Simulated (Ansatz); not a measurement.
Reaction (substitution at a C–Ga bond): `[SiH3][CH2][GaH][Cl]` + `SSS` → `[SiH3]CSSS` + `[Cl][GaH2]`

Isolated molecules relaxed with PBE0-D4/def2-TZVP in Ansatz; ΔE leaves out vibrations. CCSD(T)/CBS is the MP2 limit (def2-TZVPP, def2-QZVPP) plus CCSD(T) − MP2 in def2-TZVPP, frozen cores. For Ga outer-core shells are correlated without core-valence functions, which leaves a few kJ/mol of doubt a bond. Scalar relativity is left out up to krypton. Each species was taken in one conformer, which may not be the lowest.

```csv
level,ΔE (kcal/mol)
SCS-MP2/def2-TZVPP,12.1
MP2/CBS(def2),12.3
```

**Question.** What does CCSD(T)/CBS give? (Best estimate.)

**Answer.** Ansatz gave: +12.5 kcal/mol. The listed levels differ from it by -0.4, -0.2 kcal/mol.

Largest T1 diagnostic among the species: 0.014.

The D4 term adds −1.4 kcal/mol with B3LYP and −0.8 kcal/mol with PBE0; it sums over pairs of atoms, weighted by their polarisabilities, and B3LYP, whose exchange is more repulsive, gets the larger term. From PBE to PBE0 (25 % exact exchange), in def2-TZVPP and without D4, ΔE moves by +0.7 kcal/mol.

B3LYP here is the variant with VWN-RPA as its local correlation; programs differ in this.
